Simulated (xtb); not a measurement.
F, charge -1, singlet; xtb with GFN2-xTB.

Input for xtb:
```
$ xtb coord --gfn 2 --chrg -1 --json

# file coord
$coord
      0.0000000000       0.0000000000       0.0000000000  f
$end
```

It wrote (shortened):

```
   ID    Z sym.   atoms
    1    9 f      1

           -------------------------------------------------
          |                Calculation Setup                |
           -------------------------------------------------

           -------------------------------------------------
          |                 G F N 2 - x T B                 |
           -------------------------------------------------

          ...................................................
          :                      SETUP                      :
          :.................................................:
          :  # basis functions                   4          :
          :  # atomic orbitals                   4          :
          :  # shells                            2          :
          :  # electrons                         8          :
          :  max. iterations                   250          :
          :  Hamiltonian                  GFN2-xTB          :
          :  restarted?                      false          :
          :  GBSA solvation                  false          :
          :  PC potential                    false          :
          :  electronic temp.          300.0000000     K    :
          :  accuracy                    1.0000000          :
          :  -> integral cutoff          0.2500000E+02      :
          :  -> integral neglect         0.1000000E-07      :
          :  -> SCF convergence          0.1000000E-05 Eh   :
          :  -> wf. convergence          0.1000000E-03 e    :
          :  Broyden damping             0.4000000          :
          :  net charge                         -1          :
          :  unpaired electrons                  0          :
          ...................................................

 iter      E             dE          RMSdq      gap      omega  full diag
   1     -4.9096355 -0.490964E+01  0.404E+00    0.00       0.0  T
   2     -4.9096355  0.000000E+00  0.323E+00    0.00       0.0  T
   3     -4.9096355  0.000000E+00  0.249E+00    0.00       0.0  T
   4     -4.9096355  0.000000E+00  0.199E+00    0.00       0.0  T
   5     -4.9096355  0.000000E+00  0.159E+00    0.00       0.0  T
   6     -4.9096355  0.000000E+00  0.127E+00    0.00       0.0  T
   7     -4.9096355  0.000000E+00  0.102E+00    0.00       0.0  T
   8     -4.9096355  0.000000E+00  0.816E-01    0.00       0.0  T
   9     -4.9096355  0.000000E+00  0.652E-01    0.00       0.0  T
  10     -4.9096355  0.000000E+00  0.522E-01    0.00       0.0  T
  11     -4.9096355  0.000000E+00  0.418E-01    0.00       0.0  T
  12     -4.9096355  0.000000E+00  0.334E-01    0.00       0.0  T
  13     -4.9096355  0.000000E+00  0.267E-01    0.00       0.0  T
  14     -4.9096355  0.000000E+00  0.214E-01    0.00       0.0  T
  15     -4.9096355  0.000000E+00  0.171E-01    0.00       0.0  T
  16     -4.9096355  0.000000E+00  0.137E-01    0.00       0.0  T
  17     -4.9096355  0.000000E+00  0.109E-01    0.00       0.0  T
  18     -4.9096355  0.000000E+00  0.876E-02    0.00       0.0  T
  19     -4.9096355  0.000000E+00  0.701E-02    0.00       0.0  T
  20     -4.9096355  0.000000E+00  0.560E-02    0.00       0.0  T
  21     -4.9096355  0.000000E+00  0.448E-02    0.00       0.0  T
  22     -4.9096355  0.000000E+00  0.359E-02    0.00       0.0  T
  23     -4.9096355  0.000000E+00  0.287E-02    0.00       0.0  T
  24     -4.9096355  0.000000E+00  0.230E-02    0.00       0.0  T
  25     -4.9096355  0.000000E+00  0.184E-02    0.00       0.0  T
  26     -4.9096355  0.000000E+00  0.147E-02    0.00       0.0  T
  27     -4.9096355  0.000000E+00  0.118E-02    0.00       0.0  T
  28     -4.9096355  0.000000E+00  0.940E-03    0.00       0.0  T
  29     -4.9096355  0.000000E+00  0.752E-03    0.00       0.0  T
  30     -4.9096355  0.000000E+00  0.602E-03    0.00       0.0  T
  31     -4.9096355  0.000000E+00  0.481E-03    0.00       0.0  T
  32     -4.9096355  0.000000E+00  0.385E-03    0.00       0.0  T
  33     -4.9096355  0.000000E+00  0.308E-03    0.00       0.0  T
  34     -4.9096355  0.000000E+00  0.247E-03    0.00       0.0  T
  35     -4.9096355  0.000000E+00  0.197E-03    0.00       0.0  T
  36     -4.9096355  0.000000E+00  0.158E-03    0.00       0.0  T
  37     -4.9096355  0.000000E+00  0.126E-03    0.00       0.0  T
  38     -4.9096355  0.000000E+00  0.101E-03    0.00       0.0  T
  39     -4.9096355  0.000000E+00  0.808E-04    0.00       0.0  T
  40     -4.9096355  0.000000E+00  0.646E-04    0.00       0.0  T

   *** convergence criteria satisfied after 40 iterations ***

         :::::::::::::::::::::::::::::::::::::::::::::::::::::
         ::                     SUMMARY                     ::
         :::::::::::::::::::::::::::::::::::::::::::::::::::::
         :: total energy              -4.909635517990 Eh    ::
         :: gradient norm              0.000000000000 Eh/a0 ::
         :: HOMO-LUMO gap              0.000000000000 eV    ::
         ::.................................................::
         :: SCC energy                -4.909635517990 Eh    ::
         :: -> isotropic ES            0.286566576838 Eh    ::
         :: -> anisotropic ES          0.000000000000 Eh    ::
         :: -> anisotropic XC          0.000000000000 Eh    ::
         :: -> dispersion              0.000000000000 Eh    ::
         :: repulsion energy           0.000000000000 Eh    ::
         :: add. restraining           0.000000000000 Eh    ::
         :: total charge              -1.000000000000 e     ::
         :::::::::::::::::::::::::::::::::::::::::::::::::::::

           -------------------------------------------------
          |                Property Printout                |
           -------------------------------------------------

    * Orbital Energies and Occupations

         #    Occupation            Energy/Eh            Energy/eV
      -------------------------------------------------------------
         1        2.0000           -0.2859785              -7.7819
         2        2.0000           -0.0293088              -0.7975
         3        2.0000           -0.0293088              -0.7975
         4        2.0000           -0.0293088              -0.7975 (HOMO)
      -------------------------------------------------------------
                  HL-Gap            0.0293088 Eh            0.7975 eV
             Fermi-level            0.0000000 Eh            0.0000 eV

     #   Z          covCN         q      C6AA      α(0)
     1   9 f        0.000    -1.000    24.536     5.769

 Mol. C6AA /au·bohr⁶  :         24.536106
 Mol. C8AA /au·bohr⁸  :        419.843445
 Mol. α(0) /au        :          5.769328

Wiberg/Mayer (AO) data.
largest (>0.10) Wiberg bond orders for each atom

 ---------------------------------------------------------------------------
     #   Z sym  total        # sym  WBO       # sym  WBO       # sym  WBO
 ---------------------------------------------------------------------------
     1   9 f    0.000
 ---------------------------------------------------------------------------

molecular dipole:
                 x           y           z       tot (Debye)
 q only:        0.000       0.000       0.000
   full:        0.000       0.000       0.000       0.000
molecular quadrupole (traceless):
                xx          xy          yy          xz          yz          zz
 q only:        0.000       0.000       0.000       0.000       0.000       0.000
  q+dip:        0.000       0.000       0.000       0.000       0.000       0.000
   full:        0.000       0.000       0.000       0.000       0.000       0.000

           -------------------------------------------------
          | TOTAL ENERGY               -4.909635517990 Eh   |
          | GRADIENT NORM               0.000000000000 Eh/α |
          | HOMO-LUMO GAP               0.797534237215 eV   |
           -------------------------------------------------

normal termination of xtb
```
